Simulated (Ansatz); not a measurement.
Ansatz results at the PBE0-D4/def2-TZVP geometry: HOMO energy (B3LYP/def2-TZVPP) -7.85 eV; size of the dipole moment (B3LYP/def2-TZVPP) 2.91 D; ideal-gas entropy at 298 K and 1 bar (rigid rotor, harmonic PBE0-D4/def2-TZVP) 388 J/(mol·K).

Each molecule was computed in one conformer, which needn't be the lowest.

(1) Which molecule gave them?
A. `[NH2][Ti]([OH])([Cl])[Cl]`
B. `[F][Ti]([F])([Cl])[I]`
C. `[Cl][Ti]([Cl])([Cl])[I]`
D. `[NH2][Ti]([F])([F])[F]`

## Answers

(1) A. The others give `[F][Ti]([F])([Cl])[I]`: -8.21, 0.70, 371; `[NH2][Ti]([F])([F])[F]`: -8.35, 2.87, 358; `[Cl][Ti]([Cl])([Cl])[I]`: -8.12, 0.52, 385.

B3LYP here is the variant with VWN-RPA as its local correlation; programs differ in this.
